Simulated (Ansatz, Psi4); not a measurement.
Ansatz (an electronic-structure program) was given this input:
Ansatz 0.2 input:
```yaml
crystal:
  periodic: [false, false, false]
  atoms:
    - {symbol: Ba, position_ang: [0.00000000, 0.00000000, 0.00000000]}
basis:
  gaussian:
    orbitals: def2-SVP
hamiltonian:
  xc: revpbe
accuracy: high
```

Convert this to an input for Psi4.

One answer among several that fit: 
```
memory 2 GB

molecule mol {
0 1
  Ba    0.000000    0.000000    0.000000
}

set basis def2-svp
set reference rks
set scf_type pk
set puream true
set d_convergence 1e-8
set dft_radial_points 99
set dft_spherical_points 590

energy('revpbe')
print_variables()
```

Both were run: Ansatz gave -25.468446 Eh and Psi4 -25.468446 Eh, 0.000 mEh apart.
